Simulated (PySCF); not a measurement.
Compound: (Cl)3Sn-NH-SiH3.
Bonds: Sn1–Cl2, Sn1–Cl3, Sn1–Cl4, Sn1–N5, N5–Si6. Hydrogens: H7 on N5; H8, H9, H10 on Si6.

Theory: PBE0-D3(BJ)/def2-SVP geometry optimisation, gas phase, def2 core potentials past Kr (PySCF).

Task: How far are the bound atoms from Sn1?

Result: 4 atoms: N5 1.994 Å, Cl4 2.322 Å, Cl2 2.323 Å, Cl3 2.324 Å. The nearest atom not counted as bound is H7, at 2.58 Å.

Task: List the angles at Sn1.

Result: 
```
      angle  degrees  distance of the outer atoms (Å)
 Cl3–Sn1–N5    112.5                             3.59
Cl2–Sn1–Cl4    111.3                             3.84
 Cl2–Sn1–N5    109.6                             3.53
 Cl4–Sn1–N5    108.7                             3.51
Cl3–Sn1–Cl4    107.5                             3.75
Cl2–Sn1–Cl3    107.3                             3.74
```

Task: What is the shape at Sn1?

Result: Tetrahedral: angles from 107.3° to 112.5°; τ4 = (360° − α − β)/141° = 0.97 with α and β the two widest (0 for a square, 1 for a tetrahedron).

Task: What are the other bond lengths?

Result: N5–Si6 1.747 Å; N5–H7 1.017 Å; Si6–H8, Si6–H9, Si6–H10 1.493 Å.

Task: Give some angles away from the centre.

Result: Sn1–N5–Si6 124.8°.

Task: What are the rotational constants (commonest isotopes, rigid rotor)?

Result: A = 1065, B = 697.0, C = 680.1 MHz: a near-prolate asymmetric top.

Point group: C1 (no symmetry element, even within 0.4 Å). Charge 0, singlet. Whether it is a minimum is left open (no frequencies).
